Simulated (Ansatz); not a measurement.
Start from `[OH][Mo]([OH])([OH])([F])=[S]` and change one atom or group to get `[OH][Mo]([OH])([OH])([OH])=[S]`.

Ansatz, PBE0-D4/def2-TZVP geometries, multiplicity 1. Each molecule was computed in one conformer, which needn't be the lowest.

Elements past krypton have def2 core potentials.

```
                             property  `[OH][Mo]([OH])([OH])([F])=[S]`
   HOMO energy (PBE0/def2-TZVPP) / eV                            -8.10
LUMO energy (ωB97M-V/def2-TZVPP) / eV                            -1.28
  HOMO–LUMO gap (PBE/def2-TZVPP) / eV                             2.60
 HOMO–LUMO gap (PBE0/def2-TZVPP) / eV                             4.65
  LUMO energy (B3LYP/def2-TZVPP) / eV                            -3.67
   LUMO energy (PBE0/def2-TZVPP) / eV                            -3.45
```

(1) Give the same properties after the change, and the shifts. (An estimate is asked.)

Results:

(1) The calculation gave: 
```
                             property  `[OH][Mo]([OH])([OH])([OH])=[S]`  shift
   HOMO energy (PBE0/def2-TZVPP) / eV                             -8.36  -0.26
LUMO energy (ωB97M-V/def2-TZVPP) / eV                             -1.44  -0.16
  HOMO–LUMO gap (PBE/def2-TZVPP) / eV                              2.88   0.28
 HOMO–LUMO gap (PBE0/def2-TZVPP) / eV                              4.94   0.29
  LUMO energy (B3LYP/def2-TZVPP) / eV                             -3.59   0.08
   LUMO energy (PBE0/def2-TZVPP) / eV                             -3.42   0.03
```

The zero-point energy changes by 31.7 kJ/mol with +3 modes.

B3LYP here is the variant with VWN-RPA as its local correlation; programs differ in this.
